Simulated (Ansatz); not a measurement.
`B[C](=C)[AlH][F]` and `B[C](=C)[AlH][CH3]` differ in one atom or group.

Ansatz, PBE0-D4/def2-TZVP geometries, multiplicity 1. Each molecule was computed in one conformer, which needn't be the lowest.

```
                                          property  `B[C](=C)[AlH][F]`
             HOMO energy (ωB97M-V/def2-TZVPP) / eV              -10.14
             HOMO–LUMO gap (B3LYP/def2-TZVPP) / eV                5.15
size of the dipole moment (ωB97M-V/def2-TZVPP) / D                2.43
                 LUMO energy (PBE/def2-TZVPP) / eV               -3.43
                HOMO energy (PBE0/def2-TZVPP) / eV               -7.96
           HOMO–LUMO gap (ωB97M-V/def2-TZVPP) / eV                9.76
```

Problem. Give the same properties after the change, and the shifts. (An estimate is asked.)

Solution. Computed: 
```tsv
property	`B[C](=C)[AlH][CH3]`	shift
HOMO energy (ωB97M-V/def2-TZVPP) / eV	-9.68	0.46
HOMO–LUMO gap (B3LYP/def2-TZVPP) / eV	4.91	-0.24
size of the dipole moment (ωB97M-V/def2-TZVPP) / D	0.56	-1.87
LUMO energy (PBE/def2-TZVPP) / eV	-3.19	0.24
HOMO energy (PBE0/def2-TZVPP) / eV	-7.48	0.48
HOMO–LUMO gap (ωB97M-V/def2-TZVPP) / eV	9.49	-0.27
```

With PBE0 the HOMO rises by 0.48 eV and the LUMO rises by 0.23 eV, so the gap narrows by about 0.25 eV. PBE moves the HOMO by 0.44 eV and ωB97M-V by 0.46 eV. Dipoles are sizes alone; their direction can turn.

B3LYP here is the variant with VWN-RPA as its local correlation; programs differ in this.
